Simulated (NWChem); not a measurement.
# GaNH2F2; SMILES [NH2][Ga]([F])[F]

```xyz
6

Ga    -0.0019    -0.0083     0.0000
F      0.0030    -0.9343     1.4744
F      0.0030    -0.9343    -1.4744
N      0.0105     1.7748     0.0000
H     -0.0340     2.3265    -0.8463
H     -0.0340     2.3265     0.8463
```
Atoms are numbered in this order, from 1.

Results from NWChem. Pople sets run with spherical d functions. Medium grid unless said otherwise, to which SCAN and Minnesota functionals are sensitive. All runs use the structure optimised with PBE0/def2-SVP. B3LYP is NWChem's, with the RPA form of VWN correlation.

Question: Order these by “dipole (D)”, lowest first: MPW1K/6-31G*; MN15-L/6-31G*; B97-2/6-31G*.

Answer: MN15-L/6-31G* (3.21), B97-2/6-31G* (3.30), MPW1K/6-31G* (3.36)
